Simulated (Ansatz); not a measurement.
Start from `[NH2][GaH][SiH2]O` and change one element to get `NB[SiH2]O`.

Ansatz, PBE0-D4/def2-TZVP geometries, multiplicity 1. Each molecule was computed in one conformer, which needn't be the lowest.

Scalar relativity is left out up to krypton.

| property | `[NH2][GaH][SiH2]O` |
| --- | --- |
| size of the dipole moment (B3LYP/def2-TZVPP) / D | 1.24 |
| LUMO energy (PBE0/def2-TZVPP) / eV | -1.17 |
| HOMO–LUMO gap (PBE/def2-TZVPP) / eV | 4.16 |
| HOMO–LUMO gap (PBE0/def2-TZVPP) / eV | 6.22 |
| HOMO–LUMO gap (B3LYP/def2-TZVPP) / eV | 5.76 |
| HOMO energy (PBE/def2-TZVPP) / eV | -6.10 |

Question: What does the change do to each property? (Estimate.)

Answer: Computed: 
```tsv
property	`NB[SiH2]O`	shift
size of the dipole moment (B3LYP/def2-TZVPP) / D	2.73	1.49
LUMO energy (PBE0/def2-TZVPP) / eV	-0.70	0.47
HOMO–LUMO gap (PBE/def2-TZVPP) / eV	4.52	0.36
HOMO–LUMO gap (PBE0/def2-TZVPP) / eV	6.76	0.54
HOMO–LUMO gap (B3LYP/def2-TZVPP) / eV	6.38	0.62
HOMO energy (PBE/def2-TZVPP) / eV	-6.14	-0.04
```

With PBE0 the HOMO falls by 0.07 eV and the LUMO rises by 0.47 eV, so the gap widens by about 0.54 eV. PBE moves the HOMO by -0.04 eV and ωB97M-V by -0.16 eV. Dipoles are sizes alone; their direction can turn.

B3LYP here is the variant with VWN-RPA as its local correlation; programs differ in this.
